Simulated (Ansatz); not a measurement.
Consider the formal exchange of groups at the Sn–Br bond: `[OH][Sn][Br]` + CH₄ → `[CH3][Sn][OH]` + HBr.

Isolated molecules relaxed with PBE0-D4/def2-TZVP in Ansatz; ΔE leaves out vibrations. CBS: MP2 limit from def2 TZ/QZ plus the TZ coupled-cluster correction, frozen cores. This one scheme is used for every species. Functionals use def2-TZVPP. Elements past krypton have def2 core potentials. For Br, Sn outer-core shells are correlated without core-valence functions, which leaves a few kJ/mol of doubt a bond. Scalar relativity is left out up to krypton. One conformer a species, not always the lowest.

`[OH][Sn][Br]`:

Z-matrix (Å, degrees):
```
O
Sn 1 1.975
H 1 0.962 2 114.8
Br 2 2.517 1 94.6 3 179.9
```

CH₄:

```xyz
5

C     0.000    0.000    0.000
H     0.897   -0.619   -0.013
H    -0.627   -0.251   -0.855
H     0.283    1.051   -0.053
H    -0.553   -0.181    0.921
```

`[CH3][Sn][OH]`:

Z-matrix (Å, degrees):
```
C
Sn 1 2.195
H 1 1.092 2 112.6
H 1 1.095 2 109.6 3 120.9
H 1 1.095 2 109.6 3 -121.0
O 2 1.985 1 94.9 3 179.7
H 6 0.961 2 114.5 1 -0.0
```

HBr:

Cartesian coordinates in Å:
```
Br 0.581 0.301 -0.276
H -0.581 -0.301 0.276
```

```
 level  ΔE (kcal/mol)
B2PLYP           45.1
  PBE0           44.9
```

(1) What does CCSD(T)/CBS give? (An estimate is asked.)

Largest T1 diagnostic among the species: 0.016.

Answers

(1) Ansatz gave: +44.1 kcal/mol. The listed levels differ from it by 1.0, 0.8 kcal/mol.

In def2-TZVPP, CCSD(T) changes the Hartree–Fock value by −5.7 kcal/mol (the triples alone add −0.2 kcal/mol) and MP2 by −4.1 kcal/mol. At CCSD(T), def2-SVP lies −1.0 kcal/mol from the extrapolated value and def2-TZVPP −2.4 kcal/mol.
